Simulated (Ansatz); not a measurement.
The cluster Sn₂H₃. The state is a doublet with charge 0. Geometry PBE0-D4/def2-TZVP, basis def2-TZVP, Ansatz.

| atom | x (Å) | y (Å) | z (Å) |
| --- | --- | --- | --- |
| Sn1 | 0.303 | 2.100 | 0.271 |
| Sn2 | -0.502 | -0.504 | -0.192 |
| H3 | 1.878 | 1.391 | 0.672 |
| H4 | -2.070 | -1.016 | -0.700 |
| H5 | 0.391 | -1.971 | -0.051 |

```json
{"run": "A", "HOMO (eV)": "-4.98", "LUMO (eV)": "-4.20"}
{"run": "B", "HOMO (eV)": "-5.71", "LUMO (eV)": "-3.43"}
{"run": "C", "HOMO (eV)": "-4.96", "LUMO (eV)": "-4.30"}
{"run": "D", "HOMO (eV)": "-5.09", "LUMO (eV)": "-4.53"}
{"run": "E", "HOMO (eV)": "-5.30", "LUMO (eV)": "-3.95"}
{"run": "F", "HOMO (eV)": "-5.96", "LUMO (eV)": "-3.27"}
```

In the def2 sets Sn takes a core potential; there is no spin–orbit coupling. The structure comes from a short search, and lower isomers may exist.

HOMO and LUMO are taken over both spins.

Question: The runs used B97M-V, LDA (SPW92), PBE, PBE0, r2SCAN, r2SCAN0. Estimate which is which.

Answer: A PBE (0 % exact exchange); B PBE0 (25 % exact exchange); C B97M-V (0 % exact exchange); D LDA (SPW92) (0 % exact exchange); E r2SCAN (0 % exact exchange); F r2SCAN0 (25 % exact exchange). Exact exchange lowers occupied and raises empty levels; among semilocal functionals meta-GGAs tend to open the gap a little, and such runs are hard to tell apart. The gap grows from 0.56 eV (LDA (SPW92)) to 2.69 eV (r2SCAN0).
